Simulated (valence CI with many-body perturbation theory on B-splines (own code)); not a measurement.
**Which ion has this spectrum?**

A relativistic CI+MBPT calculation for an atom or ion with 6 electrons gives these levels (eV):

| J | Parity | E | g |
| --- | --- | --- | --- |
| 0 | even | 0.0 |  |
| 1 | even | 1243.0 | 1.47 |
| 2 | even | 1261.1 | 1.14 |
| 2 | odd | 1531.8 | 1.50 |
| 1 | odd | 1617.0 | 1.11 |
| 2 | even | 2526.6 | 1.29 |
| 0 | even | 2587.2 |  |
| 2 | odd | 2747.1 | 1.55 |
| 3 | odd | 2791.0 | 1.30 |
| 0 | odd | 2850.9 |  |
| 1 | odd | 2872.9 | 1.30 |
| 2 | odd | 2882.3 | 1.05 |
| 1 | odd | 2886.5 | 1.30 |
| 2 | even | 3188.0 | 1.31 |

The energies are calculated, and their last digits are not significant.

(1) Which is it?
A. Re69+
B. W68+
C. Hf66+
D. Lu65+

Answers

(1) C. Hf66+, ground level (2s^2 2p1/2^2) J=0.
